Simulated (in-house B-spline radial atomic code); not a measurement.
Values are calculated unless marked as measured or tabulated.
Softness against transferability: the 3d channel of Cu

Cu, [Ar] 3d10 4s1, non-relativistic LDA (VWN5), spherical and spin-unpolarised, from an all-electron radial atomic-structure program (B-spline basis) (atomic units). The all-electron 3d level is ε = -0.202272 hartree and its outer maximum at 0.60 bohr.

Troullier-Martins pseudo-orbitals are made for several radii. The cutoffs (hartree) are the plane-wave energies beyond which the orbital holds less than the named kinetic energy per electron. The phase error is the difference, pseudo minus all-electron, of arctan(R P'/P) at R = 2.81 bohr for all radii, half a hartree below and above the level.

```tsv
r_c (bohr)	V_l(0) (hartree)	cutoff for 10 mEh	for 1 mEh	for 0.1 mEh	phase error at ε − 0.5 (mrad)	at ε + 0.5 (mrad)
1.34	-25.47	56.2	67.7	113	+0.3	+9.4
1.56	-20.48	44.6	53.7	90.3	+0.7	+20.5
1.79	-16.74	36	43.4	72.5	+1.5	+39.0
2.02	-13.98	29.8	36	59.2	+3.1	+65.2
2.26	-11.80	24.8	30.1	48.8	+6.3	+100.5
2.51	-10.06	20.7	25.3	40.5	+12.0	+144.6
```

(1) Which radius needs the lowest cutoff for 0.1 mEh while both phase errors stay within 65.3 mrad?

(2) What does the larger radius buy, and what does it cost?

Answers

(1) The radii within that limit are 1.34, 1.56, 1.79, 2.02 bohr; of these r_c = 2.02 needs the least, 59.2 hartree, that is 118 Ry or 1611 eV.

(2) From r_c = 1.34 to 2.51 bohr the cutoff for 1 mEh goes from 67.7 to 25.3 hartree, a factor of 2.68, against 3.51 for a pure 1/r_c² scaling, end to end; step by step it is 67.7, 53.7, 43.4, 36, 30.1, 25.3, and for 0.1 mEh 113, 90.3, 72.5, 59.2, 48.8, 40.5; the number of plane waves goes as the cutoff to the power 3/2, here a factor of 4.4. The larger of the two phase errors is least at r_c = 1.34 bohr, 9.4 mrad; it is 9.4 at the smallest radius and 144.6 at the largest. These errors test the reference atom alone. Large radii also let the cores of neighbours overlap, which an atom doesn't show.
